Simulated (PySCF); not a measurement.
Several structures and their simulated spectra, in scrambled order.

A. `CC1=CC(=O)CCC1`
B. SMILES C#CC=C=C
C. 2-propylfuran (CCCc1ccco1)

Spectrum 1. ¹H NMR (400 MHz, computed): δ 5.56 (td, J = 9.1, 3.8 Hz, 1H), 5.26 (dd, J = 9.1, 2.7 Hz, 2H), 2.65 (dt, J = 3.8, 2.7 Hz, 1H). ¹³C{¹H} NMR (computed): δ 233.5 (C), 90.7 (CH), 81.1 (CH2), 79.7 (CH), 79.5 (C).

Spectrum 2. ¹H NMR (400 MHz, computed): δ 6.09 (s, 1H), 2.27 (m, 2H), 2.17 (m, 2H), 2.07 (s, 3H), 1.89 (m, 2H). ¹³C{¹H} NMR (computed): δ 200.6 (C), 168.8 (C), 133.6 (CH), 41.3 (CH2), 34.8 (CH2), 28.0 (CH2), 27.8 (CH3).

Spectrum 3. ¹H NMR (400 MHz, computed): δ 7.38 (m, 1H), 6.68 (m, 1H), 6.40 (m, 1H), 2.77 (t, 2H), 1.60 (m, 2H), 0.79 (t, 3H). ¹³C{¹H} NMR (computed): δ 163.7 (C), 144.5 (CH), 118.5 (CH), 112.1 (CH), 33.8 (CH2), 30.4 (CH2), 15.2 (CH3).

Computed data (PySCF 2.14): NMR shieldings at PBE0/pcSseg-1/GIAO, geometry: GFN2-xTB, B3LYP/pcJ-1 coupling constants. No relativistic terms, equivalent nuclei averaged, no solvent model, one computed conformer.

References, each an isolated molecule treated in the same way: ¹H (31.72 ppm) and ¹³C (186.93 ppm) vs TMS. Multiplet labels drop J under 1 Hz and among equivalent protons, and merge close values. Unscaled 3J(H,H) run several per cent high. Where no couplings were computed, multiplicities follow the n + 1 count of equivalent neighbours, and m marks all less simple cases (inequivalent or close neighbours, rings, F or P nearby). Shifts are as computed. Against solution values, carbons near 30 ppm lie about +3 ppm off and those near 130 ppm about +5 ppm. Of 1211 compounds with measured shifts, 218 miss one by over three times the rms of a fit or turn the order of signals round; such compounds aren't used in these exercises.

**Question.** Which spectrum belongs to which compound?

**Answer.** 1–B, 2–A, 3–C.

- Spectrum 1 (B): 5 ¹³C signals; δC 233.5 is a central carbon of an allene; δC 90.7 is a terminal alkyne carbon.
- Spectrum 2 (A): 7 ¹³C signals; δC 200.6 is a ketone carbonyl carbon; δC 168.8 is a β carbon of a C=C–C=O unit.
- Spectrum 3 (C): 7 ¹³C signals; δC 33.8 is an sp3 CH2 on an aromatic ring; δC 30.4 is an sp3 CH2.
